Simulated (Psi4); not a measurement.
C2H6Sb (SMILES [CH3][Sb][CH3]), doublet, at a GFN2-xTB geometry (the spin is typed, not shown lowest) (all electrons, no relativity), with bond 9-6 at 2.0 times its length; Psi4 1.11 with B3LYP/3-21G.

The Psi4 input:
```
memory 2 GB

molecule {
0 2
Sb    0.27142244   -0.02924782    0.31902923
C     0.47776629    0.26539580   -1.83488527
H     1.52467652    0.35027894   -2.09945736
H    -0.03861369    1.17178323   -2.13032096
H     0.04476422   -0.57752684   -2.36162937
C    -1.90478649   -0.11162358    0.15756945
H    -2.19177955   -0.93144149   -0.49127743
H    -2.27515745    0.81786858   -0.25996902
H    -2.78384013   -0.41229016    2.11454737
}

set {
  basis 3-21g
  reference uks
  scf_type pk
  dft_spherical_points 974
}

energy('b3lyp')
print_variables()
```

Q: Write the output that Psi4 gives for this input, abridged.

A: 
```
   => Loading Basis Set <=

    Name: 3-21G
    Role: ORBITAL
    Keyword: BASIS

         ---------------------------------------------------------
                                   SCF
               by Justin Turney, Rob Parrish, Andy Simmonett
                          and Daniel G. A. Smith
                              UKS Reference
         ---------------------------------------------------------

  ==> Geometry <==

    Molecular point group: c1
    Full point group: C1

    Geometry (in Angstrom), charge = 0, multiplicity = 2:

       Center              X                  Y                   Z               Mass
    ------------   -----------------  -----------------  -----------------  -----------------
         SB           0.205658900682    -0.020841384098     0.231748827165   120.903812000000
         C            0.412002750682     0.273802235902    -1.922165672835    12.000000000000
         H            1.458912980682     0.358685375902    -2.186737762835     1.007825032230
         H           -0.104377229318     1.180189665902    -2.217601362835     1.007825032230
         H           -0.020999319318    -0.569120404098    -2.448909772835     1.007825032230
         C           -1.970550029318    -0.103217144098     0.070289047165    12.000000000000
         H           -2.257543089318    -0.923035054098    -0.578557832835     1.007825032230
         H           -2.340920989318     0.826275015902    -0.347249422835     1.007825032230
         H           -2.849603669318    -0.403883724098     2.027266967165     1.007825032230

  Running in c1 symmetry.

  Rotational constants: A =      0.26221  B =      0.18822  C =      0.11424 [cm^-1]
  Rotational constants: A =   7860.86650  B =   5642.77614  C =   3424.84252 [MHz]
  Nuclear repulsion =  235.327371508339894

  Charge       = 0
  Multiplicity = 2
  Electrons    = 69
  Nalpha       = 35
  Nbeta        = 34

  ==> Algorithm <==

  SCF Algorithm Type is PK.
  DIIS enabled.
  MOM disabled.
  Fractional occupation disabled.
  Guess Type is SAD.
  Energy threshold   = 1.00e-06
  Density threshold  = 1.00e-06
  Integral threshold = 1.00e-12

  ==> Primary Basis <==

  Basis Set: 3-21G
    Blend: 3-21G
    Number of shells: 35
    Number of basis functions: 63
    Number of Cartesian functions: 63
    Spherical Harmonics?: false
    Max angular momentum: 2

  ==> DFT Potential <==

   => LibXC <=

    Version 7.1.2
    S. Lehtola, C. Steigemann, M. J. T. Oliveira, and M. A. L. Marques,  SoftwareX 7, 1–5 (2018) (10.1016/j.softx.2017.11.002)

   => Composite Functional: B3LYP <=

    B3LYP Hyb-GGA Exchange-Correlation Functional

    P. J. Stephens, F. J. Devlin, C. F. Chabalowski, and M. J. Frisch,  J. Phys. Chem. 98, 11623 (1994) (10.1021/j100096a001)

    Deriv               =              1
    GGA                 =           TRUE
    Meta                =          FALSE

    Exchange Hybrid     =           TRUE
    MP2 Hybrid          =          FALSE

   => Exchange Functionals <=

    0.0800   Slater exchange
    0.7200         Becke 88

   => Exact (HF) Exchange <=

    0.2000               HF

   => Correlation Functionals <=

    0.1900   Vosko, Wilk & Nusair (VWN5_RPA)
    0.8100   Lee, Yang & Parr

   => LibXC Density Thresholds  <==

    XC_HYB_GGA_XC_B3LYP:  1.00E-15

   => Molecular Quadrature <=

    Radial Scheme          =       TREUTLER
    Pruning Scheme         =           NONE
    Nuclear Scheme         =       TREUTLER

    Blocking Scheme        =         OCTREE
    BS radius alpha        =              1
    Pruning alpha          =              1
    Radial Points          =             75
    Spherical Points       =            974
    Total Points           =         624637
    Total Blocks           =           4335
    Max Points             =            256
    Max Functions          =             61
    Weights Tolerance      =       1.00E-15

  ==> Integral Setup <==

  Using in-core PK algorithm.
   Calculation information:
      Number of atoms:                   9
      Number of AO shells:              35
      Number of primitives:             69
      Number of atomic orbitals:        63
      Number of basis functions:        63

      Integral cutoff                 1.00e-12
      Number of threads:                 1

  Performing in-core PK
  Using 4066272 doubles for integral storage.
  We computed 167040 shell quartets total.
  Whereas there are 198765 unique shell quartets.

  ==> DiskJK: Disk-Based J/K Matrices <==

    J tasked:                  Yes
    K tasked:                  Yes
    wK tasked:                  No
    Schwarz Cutoff:          1E-12

  Minimum eigenvalue in the overlap matrix is 1.2589338505E-03.
  Reciprocal condition number of the overlap matrix is 2.8835753667E-04.
    Using symmetric orthogonalization.

  ==> Pre-Iterations <==

  SCF Guess: Superposition of Atomic Densities via on-the-fly atomic UHF (no occupation information).

   -------------------------
    Irrep   Nso     Nmo
   -------------------------
     A         63      63
   -------------------------
    Total      63      63
   -------------------------

  ==> Iterations <==

                        Total Energy        Delta E     RMS |[F,P]|

   @UKS iter SAD: -6363.85004505824418   -6.36385e+03   0.00000e+00
   @UKS iter   1: -6367.52172055911888   -3.67168e+00   1.40747e-02 DIIS/ADIIS
   @UKS iter   2: -6367.22113234860262    3.00588e-01   1.50317e-02 DIIS/ADIIS
   @UKS iter   3: -6367.86131644642137   -6.40184e-01   6.19928e-03 DIIS/ADIIS
   @UKS iter   4: -6367.96566653283844   -1.04350e-01   2.10283e-03 DIIS/ADIIS
   @UKS iter   5: -6367.97416466933282   -8.49814e-03   1.09552e-03 DIIS/ADIIS
   @UKS iter   6: -6367.97709797689095   -2.93331e-03   1.02972e-04 DIIS/ADIIS
   @UKS iter   7: -6367.97713763966567   -3.96628e-05   1.49436e-05 DIIS
   @UKS iter   8: -6367.97713860553722   -9.65872e-07   1.06145e-05 DIIS
   @UKS iter   9: -6367.97713921943523   -6.13898e-07   2.56206e-06 DIIS
   @UKS iter  10: -6367.97713945733540   -2.37900e-07   2.81103e-06 DIIS
   @UKS iter  11: -6367.97713898748134    4.69854e-07   2.27384e-06 DIIS
   @UKS iter  12: -6367.97713861821285    3.69268e-07   8.54846e-07 DIIS
  Energy and wave function converged.

  ==> Post-Iterations <==

   Electrons on quadrature grid:
      Nalpha   =   34.9999990189 ; deviation = -9.811e-07
      Nbeta    =   33.9999990209 ; deviation = -9.791e-07
      Ntotal   =   68.9999980399 ; deviation = -1.960e-06

   @Spin Contamination Metric:   1.612521793E-03
   @S^2 Expected:                7.500000000E-01
   @S^2 Observed:                7.516125218E-01
   @S   Expected:                5.000000000E-01
   @S   Observed:                5.000000000E-01

    Orbital Energies [Eh]
    ---------------------

    Alpha Occupied:

[...]
    Alpha Virtual:

[...]
      63A    215.222137

    Beta Occupied:

[...]
      34A     -0.244672

    Beta Virtual:

[...]
    Final Occupation by Irrep:
              A
    DOCC [    34 ]
    SOCC [     1 ]
    NA   [    35 ]
    NB   [    34 ]

  @UKS Final Energy: -6367.97713861821285

   => Energetics <=

    Nuclear Repulsion Energy =            235.3273715083398940
    One-Electron Energy =               -9240.8845628408471384
    Two-Electron Energy =                2781.4290138567612303
    DFT Exchange-Correlation Energy =    -143.8489611424662087
    Empirical Dispersion Energy =           0.0000000000000000
    VV10 Nonlocal Energy =                  0.0000000000000000
    Total Energy =                      -6367.9771386182128481

  UHF NO Occupations:
  HONO-2 :   33  A 1.9996970
  HONO-1 :   34  A 1.9995809
  HONO-0 :   35  A 1.0000000
  LUNO+0 :   36  A 0.0004191
  LUNO+1 :   37  A 0.0003030
  LUNO+2 :   38  A 0.0000497
  LUNO+3 :   39  A 0.0000180

Computation Completed

Properties will be evaluated at   0.000000,   0.000000,   0.000000 [a0]

Properties computed using the SCF density matrix

 Multipole Moments:

 ------------------------------------------------------------------------------------
     Multipole            Electronic (a.u.)      Nuclear  (a.u.)        Total (a.u.)
 ------------------------------------------------------------------------------------

 L = 1.  Multiply by 2.5417464519 to convert [e a0] to [Debye]
 Dipole X            :          9.5249926           -9.4055658            0.1194268
 Dipole Y            :         -0.7117227            0.8120358            0.1003131
 Dipole Z            :          8.8159252           -9.5315117           -0.7155865
 Magnitude           :                                                    0.7323861

 ------------------------------------------------------------------------------------

  Variable Map:
  ----------------------------------------------------------------------------
[...]
  Array Variable Map:
  ----------------------------------------------------------------------------
[...]
[...]
```
